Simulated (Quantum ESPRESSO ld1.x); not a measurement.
Task: The terbium ion Tb2+, configuration [Xe] 4f7.5 5d1 6s0.5 (fractional occupations, a model configuration). Calculated with ld1.x of Quantum ESPRESSO 7.5: scalar-relativistic Kohn-Sham, BLYP, spin-unpolarised, spherical densities, point nucleus. Some entries of the table are withheld. Estimate them.

orbital,occ.,eigenvalue (hartree),<r^2> (bohr^2),<r> (bohr)
1s,2,(1),0.0006314,(2)
2s,2,-316.934,0.009887,(3)
2p,6,-281.721,0.007987,(4)
3s,2,-71.0757,0.06548,0.2394
3p,6,-60.2197,0.06571,0.2381
3d,10,-46.0754,0.05509,0.2166
4s,2,-14.8498,0.3296,0.5404
4p,6,-11.2677,0.3722,0.5721
4d,10,(5),0.4457,(6)
5s,2,-2.50979,1.877,1.292
5p,6,-1.63001,2.559,1.503
4f,7.5,-1.00746,0.8492,0.8115
5d,1,-0.61807,5.947,2.258
6s,0.5,-0.59939,11.93,3.269

Result: 
(1) 1s eigenvalue (hartree): -1907.06
(2) 1s <r> (bohr): 0.02150
(3) 2s <r> (bohr): 0.09149
(4) 2p <r> (bohr): 0.08088
(5) 4d eigenvalue (hartree): -6.35151
(6) 4d <r> (bohr): 0.6200
